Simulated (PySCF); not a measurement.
## Magnetisability: `CCCS[SiH2]N[SiH3]`, C3H13NSSi2

Geometry (Å), atoms numbered from 1 in this order:
```xyz
20

C    -3.559   -0.214   -0.992
C    -2.221   -0.592   -0.366
C    -1.736    0.486    0.588
S    -0.211    0.012    1.468
Si    1.228    0.151   -0.109
N     2.740    0.164    0.701
Si    4.314    0.028   -0.009
H    -3.891   -0.994   -1.671
H    -3.470    0.716   -1.550
H    -4.316   -0.082   -0.223
H    -2.322   -1.530    0.184
H    -1.478   -0.742   -1.152
H    -1.546    1.423    0.064
H    -2.472    0.663    1.372
H     0.984    1.400   -0.831
H     1.110   -0.994   -1.011
H     2.697    0.108    1.706
H     5.250    0.509    1.004
H     4.601   -1.361   -0.376
H     4.293    0.859   -1.210
```

Method: PySCF, GIAO B3LYP/pcSseg-1 magnetisability, rotational g tensor and spin-rotation constants, non-relativistic, gas phase. Geometry: GFN2-xTB.

(1) What are the magnetisability and the molar susceptibility?

(2) Split it along the inertial axes a, b, c into diamagnetic and paramagnetic parts about the centre of mass, with the quadrupole moment.

(3) And the rotational g tensor?

Results:

(1) Isotropic -1604 × 10⁻³⁰ J/T², or -96.6 × 10⁻⁶ cm³/mol; principal values -1725, -1567, -1518 × 10⁻³⁰ J/T², anisotropy 187 × 10⁻³⁰ J/T² (root of half the summed squared differences of the principal values). The susceptibility is in cgs units.

(2) 
```tsv
axis	χ (10⁻⁶ cm³/mol)	diamagnetic (10⁻⁶ cm³/mol)	paramagnetic (10⁻⁶ cm³/mol)	summed x² of all electrons (Å²)	quadrupole Θ (D Å)
a	-103.1	-438.6	335.6	584.6	+8.62
b	-93.7	-2610.1	2516.4	72.8	-3.19
c	-92.9	-2789.0	2696.1	30.6	-5.43
```
Anisotropies 2χaa − χbb − χcc = -19.6 and 2χbb − χaa − χcc = +8.6 × 10⁻⁶ cm³/mol. Θ is traceless in Buckingham's convention.

(3) 
```
axis  rotational constant (GHz)        g  nuclear part  electronic part
   a                     4.3060  -0.0469        0.6319          -0.6788
   b                     0.4969  -0.0060        0.5814          -0.5874
   c                     0.4609  -0.0054        0.5784          -0.5838
```
Asymmetric top; isotopes 12C, 1H, 14N, 32S, 28Si; no vibrational averaging.
